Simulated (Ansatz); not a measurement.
**Nudged elastic band run: BrCl₃H₃HfN**

input.yaml

```yaml
crystal:
  periodic: [false, false, false]
  atoms:
    - { symbol: Hf, position_ang: [-0.003583, -0.026206, -0.005968] }
    - { symbol: Cl, position_ang: [0.071806, -0.395085, 2.36653] }
    - { symbol: Cl, position_ang: [2.069632, -0.29908, -1.104582] }
    - { symbol: Cl, position_ang: [-1.514713, 1.668856, -0.658171] }
    - { symbol: "N", position_ang: [-0.971383, -1.645051, -0.678768] }
    - { symbol: H, position_ang: [-1.99147, -1.737924, -0.759408] }
    - { symbol: H, position_ang: [-0.528266, -2.523793, -0.972645] }
    - { symbol: Br, position_ang: [1.641613, 2.664528, 1.330154] }
    - { symbol: H, position_ang: [1.244765, 1.770956, 2.39906] }
basis:
  gaussian: { orbitals: def2-SVP }
hamiltonian:
  xc: pbe
neb:
  order_check: false
  images: 5
  f_tol: 0.05
  max_iterations: 60
  final_atoms:
    - { symbol: Hf, position_ang: [0.38657351, 0.44405202, -0.72983039] }
    - { symbol: Cl, position_ang: [-1.15755751, 0.18509472, 2.83217927] }
    - { symbol: Cl, position_ang: [1.54847117, 0.10012705, -2.739262] }
    - { symbol: Cl, position_ang: [-1.40642322, 1.95466875, -0.97848605] }
    - { symbol: "N", position_ang: [-0.31676122, -1.34850762, -0.19014296] }
    - { symbol: H, position_ang: [-0.91959505, -1.45489483, 0.63912712] }
    - { symbol: H, position_ang: [-0.14673976, -2.26520847, -0.61881139] }
    - { symbol: Br, position_ang: [1.96498812, 1.25631681, 1.09696322] }
    - { symbol: H, position_ang: [0.06544496, 0.60555257, 2.60446518] }
  initial_path:
    images:
      - { positions_ang: [[-0.003583, -0.026206, -0.005968], [0.071806, -0.395085, 2.36653], [2.069632, -0.29908, -1.104582], [-1.514713, 1.668856, -0.658171], [-0.971383, -1.645051, -0.678768], [-1.99147, -1.737924, -0.759408], [-0.528266, -2.523793, -0.972645], [1.641613, 2.664528, 1.330154], [1.244765, 1.770956, 2.39906]] }
      - { positions_ang: [[-0.00438799, -0.01715898, -0.00384539], [0.07115003, -0.2673476, 2.53414304], [2.16220417, -0.19264597, -1.03679536], [-1.41908708, 1.79695508, -0.70466164], [-0.99904883, -1.69867798, -0.69121827], [-1.85009767, -1.96819271, -0.51583754], [-0.70037807, -2.36596113, -1.2309427], [1.61990347, 2.56956152, 1.19194558], [1.13814297, 1.62066876, 2.37341428]] }
      - { positions_ang: [[-0.00519298, -0.00811195, -0.00172279], [0.07049407, -0.1396102, 2.70175608], [2.25477633, -0.08621195, -0.96900871], [-1.32346117, 1.92505415, -0.75115228], [-1.02671466, -1.75230495, -0.70366853], [-1.70872534, -2.19846141, -0.27226709], [-0.87249014, -2.20812925, -1.48924041], [1.59819394, 2.47459505, 1.05373716], [1.03152095, 1.47038151, 2.34776856]] }
      - { positions_ang: [[-0.00599797, 0.00093507, 0.00039982], [0.0698381, -0.0118728, 2.86936912], [2.3473485, 0.02022208, -0.90122207], [-1.22783525, 2.05315323, -0.79764292], [-1.05438048, -1.80593193, -0.7161188], [-1.56735302, -2.42873012, -0.02869663], [-1.04460222, -2.05029738, -1.74753811], [1.57648441, 2.37962857, 0.91552874], [0.92489892, 1.32009427, 2.32212284]] }
      - { positions_ang: [[0.12485919, 0.14864072, -0.24301025], [-0.33929377, 0.05378304, 2.8569725], [2.08105606, 0.04685707, -1.51390204], [-1.28736458, 2.02032507, -0.85792396], [-0.80850739, -1.65345716, -0.54079352], [-1.35143369, -2.10411836, 0.19391129], [-0.74531473, -2.12193441, -1.37129587], [1.70598565, 2.00519132, 0.9760069], [0.63841427, 1.0819137, 2.41623695]] }
      - { positions_ang: [[0.25571635, 0.29634637, -0.48642032], [-0.74842564, 0.11943888, 2.84457589], [1.81476361, 0.07349206, -2.12658202], [-1.3468939, 1.98749691, -0.91820501], [-0.56263431, -1.50098239, -0.36546824], [-1.13551437, -1.7795066, 0.41651921], [-0.44602725, -2.19357144, -0.99505363], [1.83548688, 1.63075407, 1.03648506], [0.35192961, 0.84373314, 2.51035107]] }
      - { positions_ang: [[0.38657351, 0.44405202, -0.72983039], [-1.15755751, 0.18509472, 2.83217927], [1.54847117, 0.10012705, -2.739262], [-1.40642322, 1.95466875, -0.97848605], [-0.31676122, -1.34850762, -0.19014296], [-0.91959505, -1.45489483, 0.63912712], [-0.14673976, -2.26520847, -0.61881139], [1.96498812, 1.25631681, 1.09696322], [0.06544496, 0.60555257, 2.60446518]] }
```

Launched with:

```bash
$ ansatz run input.yaml --threads 4 --pin off --max-ram 5120MiB --backend cpu --events-out ev --progress --plain --runs-dir out
```

Output, in part (warnings, iteration lines, the closing report on the highest movable image, with atoms numbered from 0):

```
NEB end point (image 0): max|allowed force component| = 2.886e-2 eV/Å (the criterion of neb.relax_end_points is 1.000e-2)
NEB end point (image 6): max|allowed force component| = 2.930e-2 eV/Å (the criterion of neb.relax_end_points is 1.000e-2)
NEB iter   1: max|band force component| = 7.526e0 eV/Å  barrier→ = 2.5465 eV  barrier← = 2.5118 eV  Δτ_max = 0.2000 Å  (220 SCF iters)
NEB iter   2: max|band force component| = 1.724e0 eV/Å  barrier→ = 1.5770 eV  barrier← = 1.5423 eV  Δτ_max = 0.2000 Å  (176 SCF iters)
NEB iter   3: max|band force component| = 1.280e0 eV/Å  barrier→ = 0.9310 eV  barrier← = 0.8963 eV  Δτ_max = 0.2000 Å  (175 SCF iters)
NEB iter   4: max|band force component| = 1.091e0 eV/Å  barrier→ = 0.6552 eV  barrier← = 0.6205 eV  Δτ_max = 0.1972 Å  (171 SCF iters)
NEB iter   5: max|band force component| = 1.047e0 eV/Å  barrier→ = 0.4753 eV  barrier← = 0.4407 eV  Δτ_max = 0.1982 Å  (165 SCF iters)
NEB iter   6: max|band force component| = 7.145e-1 eV/Å  barrier→ = 0.3469 eV  barrier← = 0.3122 eV  Δτ_max = 0.1449 Å  (171 SCF iters)
NEB iter   7: max|band force component| = 5.642e-1 eV/Å  barrier→ = 0.2969 eV  barrier← = 0.2622 eV  Δτ_max = 0.0866 Å  (171 SCF iters)
NEB iter   8: max|band force component| = 3.231e-1 eV/Å  barrier→ = 0.2769 eV  barrier← = 0.2422 eV  CI = image 3  Δτ_max = 0.0595 Å  (150 SCF iters)
NEB iter   9: max|band force component| = 1.805e-1 eV/Å  barrier→ = 0.2688 eV  barrier← = 0.2342 eV  CI = image 3  Δτ_max = 0.1293 Å  (150 SCF iters)
NEB iter  10: max|band force component| = 8.011e-1 eV/Å  barrier→ = 0.2677 eV  barrier← = 0.2330 eV  CI = image 3  Δτ_max = 0.0650 Å  (157 SCF iters)
NEB iter  11: max|band force component| = 1.148e-1 eV/Å  barrier→ = 0.2667 eV  barrier← = 0.2320 eV  CI = image 3  Δτ_max = 0.1300 Å  (159 SCF iters)
NEB iter  12: max|band force component| = 6.116e-1 eV/Å  barrier→ = 0.2649 eV  barrier← = 0.2302 eV  CI = image 3  Δτ_max = 0.0645 Å  (162 SCF iters)
NEB iter  13: max|band force component| = 1.109e-1 eV/Å  barrier→ = 0.2622 eV  barrier← = 0.2275 eV  CI = image 3  Δτ_max = 0.0587 Å  (153 SCF iters)
NEB iter  14: max|band force component| = 1.043e-1 eV/Å  barrier→ = 0.2581 eV  barrier← = 0.2234 eV  CI = image 3  Δτ_max = 0.0734 Å  (150 SCF iters)
NEB iter  15: max|band force component| = 1.074e-1 eV/Å  barrier→ = 0.2522 eV  barrier← = 0.2175 eV  CI = image 3  Δτ_max = 0.0369 Å  (150 SCF iters)
NEB iter  16: max|band force component| = 1.032e-1 eV/Å  barrier→ = 0.2487 eV  barrier← = 0.2140 eV  CI = image 3  Δτ_max = 0.0367 Å  (151 SCF iters)
NEB iter  17: max|band force component| = 7.279e-2 eV/Å  barrier→ = 0.2454 eV  barrier← = 0.2107 eV  CI = image 3  Δτ_max = 0.0368 Å  (152 SCF iters)
NEB iter  18: max|band force component| = 6.404e-2 eV/Å  barrier→ = 0.2417 eV  barrier← = 0.2070 eV  CI = image 3  Δτ_max = 0.0367 Å  (154 SCF iters)
NEB iter  19: max|band force component| = 3.914e-2 eV/Å  barrier→ = 0.2382 eV  barrier← = 0.2036 eV  CI = image 3  Δτ_max = 0.0368 Å  (152 SCF iters)
NEB iter  20: max|band force component| = 8.708e-2 eV/Å  barrier→ = 0.2346 eV  barrier← = 0.2000 eV  CI = image 3  Δτ_max = 0.0737 Å  (30 SCF iters)
NEB iter  21: max|band force component| = 6.256e-1 eV/Å  barrier→ = 0.2280 eV  barrier← = 0.1933 eV  CI = image 3  Δτ_max = 0.0370 Å  (149 SCF iters)
NEB iter  22: max|band force component| = 1.665e-1 eV/Å  barrier→ = 0.2248 eV  barrier← = 0.1901 eV  CI = image 3  Δτ_max = 0.0736 Å  (153 SCF iters)
NEB iter  23: max|band force component| = 6.703e-2 eV/Å  barrier→ = 0.2192 eV  barrier← = 0.1845 eV  CI = image 3  Δτ_max = 0.1210 Å  (149 SCF iters)
NEB iter  24: max|band force component| = 1.437e-1 eV/Å  barrier→ = 0.2111 eV  barrier← = 0.1765 eV  CI = image 3  Δτ_max = 0.0605 Å  (158 SCF iters)
NEB iter  25: max|band force component| = 9.957e-2 eV/Å  barrier→ = 0.2078 eV  barrier← = 0.1731 eV  CI = image 3  Δτ_max = 0.0604 Å  (154 SCF iters)
NEB iter  26: max|band force component| = 5.436e-1 eV/Å  barrier→ = 0.2046 eV  barrier← = 0.1699 eV  CI = image 3  Δτ_max = 0.0305 Å  (153 SCF iters)
NEB iter  27: max|band force component| = 9.930e-2 eV/Å  barrier→ = 0.2030 eV  barrier← = 0.1683 eV  CI = image 3  Δτ_max = 0.0454 Å  (152 SCF iters)
NEB iter  28: max|band force component| = 5.845e-2 eV/Å  barrier→ = 0.2009 eV  barrier← = 0.1663 eV  CI = image 3  Δτ_max = 0.0503 Å  (154 SCF iters)
NEB iter  29: max|band force component| = 1.287e-1 eV/Å  barrier→ = 0.1989 eV  barrier← = 0.1642 eV  CI = image 3  Δτ_max = 0.0251 Å  (153 SCF iters)
NEB iter  30: max|band force component| = 4.461e-2 eV/Å  barrier→ = 0.1979 eV  barrier← = 0.1632 eV  CI = image 3  Δτ_max = 0.0503 Å  (153 SCF iters)
NEB iter  31: max|band force component| = 1.497e-1 eV/Å  barrier→ = 0.1962 eV  barrier← = 0.1615 eV  CI = image 3  Δτ_max = 0.0991 Å  (31 SCF iters)
NEB iter  32: max|band force component| = 1.404e-1 eV/Å  barrier→ = 0.1943 eV  barrier← = 0.1596 eV  CI = image 3  Δτ_max = 0.0701 Å  (159 SCF iters)
NEB iter  33: max|band force component| = 1.421e-1 eV/Å  barrier→ = 0.1922 eV  barrier← = 0.1575 eV  CI = image 3  Δτ_max = 0.0350 Å  (150 SCF iters)
NEB iter  34: max|band force component| = 3.742e-2 eV/Å  barrier→ = 0.1913 eV  barrier← = 0.1566 eV  CI = image 3  Δτ_max = 0.0000 Å  (411 SCF iters)
Total energy: -110419.16781440 eV, -4057.8295723790 hartree
Atom 0 at    -0.014034     0.400287    -0.152015 Å, force    -0.000273    -0.000233    -0.000631 eV/Å
Atom 1 at    -0.908998     0.622102     2.236482 Å, force    -0.024923     0.005009    -0.005788 eV/Å
Atom 2 at     1.649351     0.417357    -1.836815 Å, force     0.000328     0.005504    -0.003515 eV/Å
Atom 3 at    -1.687926     1.760330    -1.108494 Å, force    -0.004080    -0.004859    -0.001263 eV/Å
Atom 4 at    -0.542441    -1.522744    -0.318649 Å, force     0.001523     0.000181     0.005413 eV/Å
Atom 5 at    -1.301304    -1.965779     0.213810 Å, force     0.000396    -0.000864    -0.001516 eV/Å
Atom 6 at    -0.194076    -2.173935    -1.031608 Å, force     0.000381     0.002161     0.000177 eV/Å
Atom 7 at     2.199206     1.035992     1.572066 Å, force    -0.015795    -0.008900     0.011253 eV/Å
Atom 8 at     0.818623     0.903591     2.341425 Å, force     0.042443     0.002001    -0.004130 eV/Å
Dipole moment:     0.055365    -0.466992     0.234504 e Å
```

The forces met the threshold. The band force fell under the threshold earlier too, but the program's further tests of the path sent the band on. A vibrational analysis at the climbing image gives one clearly imaginary mode, 70i cm⁻¹: a first-order saddle point. The orbitals stay closed-shell, which can raise the energy where a bond breaks towards radicals; this wasn't checked here.

Final band (atoms are numbered from 1 in the order of the input):

```tsv
image	path coordinate (Å)	energy (eV)	Hf1–Cl2 (Å)	Br8–H9 (Å)	Hf1–Br8 (Å)
0	0.00	0.000	2.40	1.45	3.43
1	1.23	0.025	2.40	1.44	3.30
2	2.46	0.138	2.44	1.46	3.11
3	3.69	0.191	2.56	1.59	2.88
4	4.43	0.092	2.87	2.06	2.65
5	5.18	0.038	3.24	2.43	2.57
6	5.92	0.035	3.89	2.51	2.55
```

The run took 6.4 min on 4 threads of Arm Neoverse V2 (shared host), peak memory 0.27 GiB.
